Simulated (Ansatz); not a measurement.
System: methyl-bis(sulfanyl)borane, CH$_{5}$BS$_{2}$ (charge 0, singlet). SMILES: B(S)(S)C
Geometry from a B3LYP-D3(BJ)/def2-TZVP (Ansatz, an electronic-structure program) optimisation:
```
B
C 1 1.5684
H 2 1.0908 1 113.40
H 2 1.0938 3 107.89 1 122.62
H 2 1.0938 3 107.89 4 114.76
S 1 1.8045 2 118.28 3 0.00
H 6 1.3450 1 99.51 2 180.00
S 1 1.8079 2 122.78 3 -180.00
H 8 1.3444 1 97.66 2 0.00
```
Charge 0, spin multiplicity 1.

Computed values are from Ansatz. Correlated levels leave the core frozen unless marked. UHF or UKS for open shells. No spin-orbit coupling. Non-relativistic. Basis-set limits of correlation are two-point, X^-3; Hartree-Fock from the larger set.

What is the dipole moment at CCSD(T)/aug-cc-pV(D+d)Z?

0.99 D.

What is the atomisation energy De at CCSD(T)/CBS(aug-cc-pV(T+d)Z,aug-cc-pV(Q+d)Z)?

3209.1 kJ/mol.

What is the total energy at CCSD(T)/CBS(aug-cc-pV(T+d)Z,aug-cc-pV(Q+d)Z)?

-861.4637 Eh.

What is the T1 diagnostic at CCSD/aug-cc-pV(Q+d)Z?

0.013.
